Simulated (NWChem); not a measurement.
MoNH₃S₂O; SMILES [NH]=[Mo]([OH])(=[S])[SH]

```xyz
8

Mo     0.2476    -0.1014    -0.0464
N      0.8611    -0.0428    -1.6420
H      0.8635    -0.3345    -2.6199
S     -1.2320    -1.6035     0.1253
O      1.6241    -0.3735     1.1872
H      2.5599    -0.2912     0.9670
S     -0.7328     2.0064     0.1441
H     -1.4068     1.7256     1.2854
```
Atoms are numbered in this order, from 1.

Results from NWChem. Coordinates come from a PBE0/def2-SVP optimisation. No frequency run checked for a minimum. def2 effective core potentials on Mo; no spin-orbit coupling. Total energies compare along this basis series because the functional is fixed.

```csv
level,basis functions,energy (Ha),highest occupied level (eV),orbital gap (eV),dipole (D)
PBE/def2-SVP,110,-995.7156,-6.23,3.12,2.39
PBE/def2-SVPD,155,-995.7376,(withheld),3.03,2.36
PBE/def2-TZVP,194,-996.1707,-6.32,3.05,2.35
PBE/def2-TZVPD,236,-996.1740,-6.37,3.03,2.33
PBE/def2-TZVPP,244,-996.1776,-6.33,3.07,2.34
```

Problem. What belongs in the gaps?

Solution. 
- PBE/def2-SVPD, highest occupied level (eV): -6.43
